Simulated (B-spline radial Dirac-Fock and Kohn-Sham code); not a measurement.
## Two-hole binding energies of Te³⁺

System: Te³⁺, [Kr] 4d10 5s2 5p1.

The computed values come from a radial B-spline solver: multi-electron Dirac-Fock with separately optimised hole states, Breit and Lamb-shift corrections added in first order. U is the two-hole binding energy less the two single-hole energies, the effective repulsion of the holes after relaxation. Each two-hole energy is an average over J within one jj subconfiguration.

| holes | E(a) (eV) | E(b) (eV) | E(ab) (eV) | U (eV) |
| --- | --- | --- | --- | --- |
| 1s⁻² | 31855.7 | 31855.7 | 64558.6 | 847.2 |
| 1s⁻¹ 2p1/2⁻¹ | 31855.7 | 4656.0 | ? | ? |
| 1s⁻¹ 3p1/2⁻¹ | 31855.7 | 915.6 | 32844.7 | 73.4 |
| 1s⁻¹ 3d5/2⁻¹ | 31855.7 | 614.8 | 32533.7 | 63.2 |
| 2s⁻¹ 2p1/2⁻¹ | 4988.6 | 4656.0 | 9775.7 | 131.0 |
| 2s⁻¹ 2p3/2⁻¹ | 4988.6 | 4385.1 | 9501.0 | 127.2 |
| 2p1/2⁻² | 4656.0 | 4656.0 | 9486.0 | 173.9 |
| 2p3/2⁻¹ 3s⁻¹ | 4385.1 | 1052.5 | 5497.0 | 59.4 |
| 2p1/2⁻¹ 3d3/2⁻¹ | 4656.0 | 625.2 | 5344.2 | 62.9 |
| 2p1/2⁻¹ 3d5/2⁻¹ | 4656.0 | 614.8 | 5336.0 | 65.1 |
| 3p1/2⁻¹ 3p3/2⁻¹ | 915.6 | 864.0 | 1825.5 | 45.9 |
| 3p3/2⁻² | 864.0 | 864.0 | 1774.4 | 46.4 |
| 3d3/2⁻² | 625.2 | 625.2 | 1301.8 | 51.4 |
| 4d3/2⁻¹ 4d5/2⁻¹ | 81.92 | 80.46 | 182.5 | 20.1 |

**Question.** Give the missing two-hole energy and U.

**Answer.** E(ab) = 36753.4 eV and U = 241.6 eV.
